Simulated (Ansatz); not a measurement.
`[CH3][AlH][SH]` + `SB(Cl)Cl` → `CSB(Cl)Cl` + `[AlH2][SH]` at 700 K and 1 bar (substitution at a C–Al bond).

Isolated molecules relaxed with PBE0-D4/def2-TZVP in Ansatz; ΔE leaves out vibrations. CCSD(T)/CBS is the MP2 limit (def2-TZVPP, def2-QZVPP) plus CCSD(T) − MP2 in def2-TZVPP, frozen cores. This one scheme is used for every species. Each species was taken in one conformer, which may not be the lowest.

```json
{"species": "`[CH3][AlH][SH]`", "CCSD(T)/CBS energy (Eh)": "-680.89694", "H − E (kJ/mol)": "198.6", "S (J/(mol·K))": "411.7"}
{"species": "`SB(Cl)Cl`", "CCSD(T)/CBS energy (Eh)": "-1342.83724", "H − E (kJ/mol)": "92.6", "S (J/(mol·K))": "381.3"}
{"species": "`CSB(Cl)Cl`", "CCSD(T)/CBS energy (Eh)": "-1382.09730", "H − E (kJ/mol)": "187.9", "S (J/(mol·K))": "445.8"}
{"species": "`[AlH2][SH]`", "CCSD(T)/CBS energy (Eh)": "-641.61836", "H − E (kJ/mol)": "102.7", "S (J/(mol·K))": "330.6"}
```

H − E and S are ideal-gas, rigid-rotor, harmonic terms from PBE0-D4/def2-TZVP, for one conformer and one mirror image of each species. 1 Eh = 2625.50 kJ/mol, R = 8.31446 J/(mol·K).

**Question.** By hand: ΔE, ΔH, ΔS and ΔG.

**Answer.** ΔE = (-1382.09730) + (-641.61836) − (-680.89694) − (-1342.83724) = 0.01852 Eh = 48.6 kJ/mol. Δ(H − E) = 187.9 + 102.7 − 198.6 − 92.6 = -0.6, so ΔH = 48.0 kJ/mol. ΔS = 445.8 + 330.6 − 411.7 − 381.3 = -16.6 J/(mol·K). ΔG = 48.0 − 700 × (-16.6)/1000 = 59.6 kJ/mol.

**Question.** By hand: the equilibrium constant, and the temperature at which ΔG would vanish if ΔH and ΔS stayed fixed.

**Answer.** log₁₀ K = −ΔG/(RT ln 10) = -4.4. ΔH and −TΔS have one sign here, so there is no such temperature.

ΔH outweighs TΔS. A doubt of 5 kJ/mol in ΔE shifts log₁₀ K by 0.4 here. Other conformers and mirror images would add mixing entropy, several J/(mol·K) or more a flexible species. Modes under 60 cm⁻¹, often nearly free rotors, make the harmonic entropy too high. These are equilibria of isolated gas molecules and say nothing of rates. Largest T1 diagnostic: 0.012 (customary marks: 0.02 for closed shells, 0.045 for open ones).
